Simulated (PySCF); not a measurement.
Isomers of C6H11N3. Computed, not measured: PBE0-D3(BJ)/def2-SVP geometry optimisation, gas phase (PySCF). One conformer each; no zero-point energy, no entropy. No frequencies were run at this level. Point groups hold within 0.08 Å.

Question: Order them by energy at this level, lowest first, and give relative energies in kJ/mol.
A. `[CH3:1][c:2]1[cH:3][n:4][n:5]([CH:6]([CH3:7])[CH3:8])[n:9]1` with N4–N5–C6–C7 -59°
B. `[CH3:1][CH2:2][c:3]1[n:4][n:5][c:6]([CH3:7])[n:8]1[CH3:9]` with C1–C2–C3–N4 -103°

Answer: B (0.0), A (20.5).

```json
{"SMILES": "CCc1nnc(C)n1C", "E (Eh)": "-398.77221", "E rel (kJ/mol)": "0.0", "dipole (D)": "5.94", "point group": "C1", "A, B, C (MHz)": "2997, 1288, 981.5"}
{"SMILES": "Cc1cnn(C(C)C)n1", "E (Eh)": "-398.76441", "E rel (kJ/mol)": "20.5", "dipole (D)": "0.34", "point group": "near Cs", "A, B, C (MHz)": "3930, 1005, 971.3"}
```

Question: How do the relative energies change in single points at PBE0/pcSseg-1 (no added dispersion term) on the same geometries?

Answer: 
```csv
SMILES,PBE0-D3(BJ)/def2-SVP (kJ/mol),PBE0/pcSseg-1 (kJ/mol),shift
CCc1nnc(C)n1C,0.0,0.0,0.0
Cc1cnn(C(C)C)n1,20.5,22.3,+1.8
```

Each column counts from its own lowest isomer. The order is unchanged; the largest shift is 1.8 kJ/mol.
